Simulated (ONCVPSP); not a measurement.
## What one change does to a pseudopotential (cobalt, ONCV)

```json
{
  "Element": "cobalt (Co)",
  "Generator": "ONCVPSP 4.0.1",
  "Type": "optimised norm-conserving Vanderbilt (ONCV)",
  "Functional": "PBEsol",
  "Relativity": "scalar-relativistic",
  "Frozen core": "[Ne]",
  "Valence charge": "17",
  "Reference configuration": "3s2 3p6 3d7 4s1.5 4p0.5",
  "Partial waves": "3s+4s: rc 1.55 bohr, ncon 4, nbas 8, qcut 7.4 1/bohr, 2 projectors; 3p+4p: rc 1.25 bohr, ncon 3, nbas 7, qcut 8.9 1/bohr, 3 projectors, debl 0.5 Ha; 3d: rc 0.95 bohr, ncon 4, nbas 8, qcut 13.1 1/bohr, 2 projectors, debl 0.6 Ha",
  "Local potential": "polynomial inside 0.60 bohr (lpopt 5, dvloc0 0 Ha)",
  "Core correction": "Teter function, fcfact 5, rcfact 1.7"
}
```

Change: core [Ne] 3s2, valence charge 15; reference 3p6 3d7; waves now s scattering state at 0.27 Ha: rc 1.65 bohr, ncon 4, nbas 8, qcut 4.5 1/bohr, 2 projectors, debl 1.9 Ha; 3p: rc 1.05 bohr, ncon 4, nbas 7, qcut 13.2 1/bohr, 2 projectors, debl 2.3 Ha; 3d: rc 1.70 bohr, ncon 5, nbas 10, qcut 8.8 1/bohr, 2 projectors, debl 3.1 Ha; local potential polynomial inside 0.85 bohr (lpopt 5, dvloc0 0 Ha). In the s channel the program set the typed energies aside and used 0.050, 1.950 Ha. In the p channel the program set the typed energies aside and used -3.108, 0.250 Ha.

Cutoffs: the cutoffs (Ha) at which the residual kinetic energy of the hardest occupied pseudo-wave falls to 1 and 0.1 mHa per electron; they do not see the model core or the augmentation charge, which bear on the density cutoff. Errors are all-electron minus pseudo energies relative to the spin-unpolarised reference configuration.

Task: What does the change do?

Result: The potential gets softer (82 Ha and 226 Ha → 36 Ha and 44 Ha); neither file shows a bound ghost. The shells moved into the core no longer need plane waves of their own. Several settings change at once here, so the effects cannot be laid on one of them.

| quantity | base | changed |
| --- | --- | --- |
| cutoff, loose | 82 Ha | 36 Ha |
| cutoff, tight | 226 Ha | 44 Ha |
| bound ghosts | none | none |
| GHOST(+) flags under 300 eV | s at 164.6 eV | none |
| largest error over its own tests, meV | -288 | +109 |
| rms error of d²Exc/dni dnj with the model core, mHa | 2.42 | 1.55 |
